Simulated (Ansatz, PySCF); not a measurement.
F₃S, SMILES F[S+](F)F, charge +1.

Coordinates come from a B3LYP-D3(BJ)/def2-TZVP optimisation. The isomer is the one that the SMILES or the coordinates give; other isomers of the formula were not compared.

Vertical ionisation energy (IE) and electron affinity (EA) in eV. Rows of orbital energies are one-electron estimates. Where ΔSCF, EOM or ADC give a negative EA the extra electron is unbound and the value depends on the basis.

```tsv
level	IE	EA
−ε(HOMO), −ε(LUMO), HF/def2-TZVPD (PySCF)	23.34	4.83
−ε(HOMO), −ε(LUMO), PBE/def2-TZVPD (PySCF)	17.46	10.18
ΔSCF, PBE0/def2-SVPD (Ansatz), final states of multiplicity 2 and 2	22.35	6.44
ΔSCF, PBE/def2-SVPD (Ansatz), final states of multiplicity 2 and 2	21.88	6.28
```

Problem. What vertical singlet–triplet gap does ΔSCF give with PBE0/def2-SVPD (Ansatz, a first-principles code) and with PBE/def2-SVPD (Ansatz)? (The exact figures need the calculation; the answer reports its results.)

Solution. 6.74 and 6.63 eV (triplet above singlet where positive).
